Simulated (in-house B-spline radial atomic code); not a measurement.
A run on Sb that did not converge. Method: non-relativistic r2SCAN, spin-polarised, spherical fractional occupations, point nucleus; computed with an all-electron radial atomic-structure program (B-spline basis).

Command:
```bash
python run_scf.py task.json out
```
Settings:
```
Z                51
configuration    [Ar] 3d10 4s2 4p5 4d10 5s2 5p3 6s1
hamiltonian      nr
method           r2scan
spin_polarised   True
```

First and last ten iterations of the last attempt (damped for 15 steps, keeping 80 % of the old Fock matrix, then DIIS):
```
 iter        energy (Eh)    residual
    1       -6312.085858    9.07e-02
    2       -6312.093324    2.56e-03
    3       -6312.093398    1.79e-03
    4       -6312.093429    1.28e-03
    5       -6312.093443    9.31e-04
    6       -6312.093449    7.21e-04
    7       -6312.093453    6.11e-04
    8       -6312.093455    5.19e-04
    9       -6312.093456    4.42e-04
   10       -6312.093457    3.76e-04
  111       -6312.093459    8.30e-06
  112       -6312.093459    8.49e-06
  113       -6312.093459    8.47e-06
  114       -6312.093459    8.50e-06
  115       -6312.093459    9.15e-06
  116       -6312.093459    6.17e-06
  117       -6312.093459    7.77e-06
  118       -6312.093459    7.21e-06
  119       -6312.093459    7.46e-06
  120       -6312.093459    7.21e-06
 not converged after 120 iterations
```

The smallest residual met was 1.6e-06; the threshold is about 5e-07. Over the last five steps the energy moves by less than 1e-08 hartree, but the orbitals didn't meet the threshold. Run time, properties included: 2.2 s on 1 thread of Intel(R) Xeon(R) Platinum 8488C, on a shared host.
